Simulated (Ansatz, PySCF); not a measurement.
Gas-phase reaction in SMILES: F (HF) -> [F-] + H+
Each molecule is optimised on its own at B3LYP-D3(BJ)/def2-TZVP (Ansatz, a program for electronic structure).
Geometry of the first species:
```
F
H 1 0.9245
```
Charge 0, spin multiplicity 1.

Quantity: gas-phase deprotonation energy (enthalpy at 298 K, with B3LYP-D3(BJ) rigid-rotor harmonic-oscillator terms from PySCF), in kcal/mol. Correlated levels leave the core frozen unless marked. Spin-orbit coupling is left out. Non-relativistic. Anions need diffuse functions: aug- sets have them; def2-D sets add few; the other sets have none. CBS(X,Y): correlation extrapolated as X^-3; Hartree-Fock from the larger set.

Level to compare with: CCSD(T)/CBS(aug-cc-pVTZ,aug-cc-pVQZ) (Ansatz), 371.5 kcal/mol. It is a level with limits of its own, and the differences hold the functionals' basis error too.

Rank these functionals by how close they come to CCSD(T)/CBS(aug-cc-pVTZ,aug-cc-pVQZ), closest first: BLYP/def2-TZVPD (Ansatz); BHLYP/def2-TZVPD (Ansatz); PW6B95/def2-TZVPD (PySCF).

BHLYP/def2-TZVPD (global hybrid, 371.5 kcal/mol, difference 0.0), PW6B95/def2-TZVPD (hybrid meta-GGA, 369.9 kcal/mol, difference -1.6), BLYP/def2-TZVPD (GGA, 362.5 kcal/mol, difference -9.0)
